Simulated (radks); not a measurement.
Task: The table gives one normalised radial function P(r) = r R(r) (large component) of In4+ in [Kr] 4d9 (r in bohr). Calculated with a radial shooting solver on a logarithmic mesh with Libxc functionals: Dirac Kohn-Sham, PBEsol, spin-unpolarised, spherical densities, point nucleus; open shells fill j = l - 1/2 first.

| r | P |
|---|---|
| 0.001802 | 0.0000 |
| 0.002384 | 0.0000 |
| 0.003154 | 0.0000 |
| 0.004173 | 0.0001 |
| 0.005566 | 0.0002 |
| 0.007364 | 0.0005 |
| 0.009744 | 0.0010 |
| 0.01289 | 0.0023 |
| 0.0172 | 0.0051 |
| 0.02275 | 0.0107 |
| 0.0301 | 0.0219 |
| 0.04015 | 0.0444 |
| 0.05312 | 0.0841 |
| 0.07029 | 0.1505 |
| 0.093 | 0.2495 |
| 0.124 | 0.3784 |
| 0.1641 | 0.4958 |
| 0.2172 | 0.5364 |
| 0.2873 | 0.4156 |
| 0.3832 | 0.0768 |
| 0.5071 | -0.3957 |
| 0.6709 | -0.8285 |
| 0.8877 | -1.0254 |
| 1.184 | -0.9204 |
| 1.567 | -0.6310 |
| 2.073 | -0.3243 |
| 2.765 | -0.1135 |
| 3.658 | -0.0254 |
| 4.84 | -0.0030 |
| 6.404 | -0.0002 |

Which n and l does it have? It may be an empty orbital.

Result: n = 4, l = 2: the number of nodes gives n - l - 1 = 1, the rise at small r points to l (this Dirac orbital starts as r^gamma with gamma = sqrt((l + 1)^2 - (Z/c)^2) = 2.98; the j = 5/2 orbital of l + 1 starts with the same power, but with a smaller coefficient, and then steepens), and the extent must fit the shell. The curve is that of 4d5/2; the two j differ most near the nucleus, where j = l - 1/2 has the larger amplitude, and in heavy atoms j = l - 1/2 is also the more compact. 4d5/2: eigenvalue -64.661 eV, 1 radial node at r = 0.403 bohr, <r> = 1.11 bohr, 90 % of the charge inside 1.71 bohr.
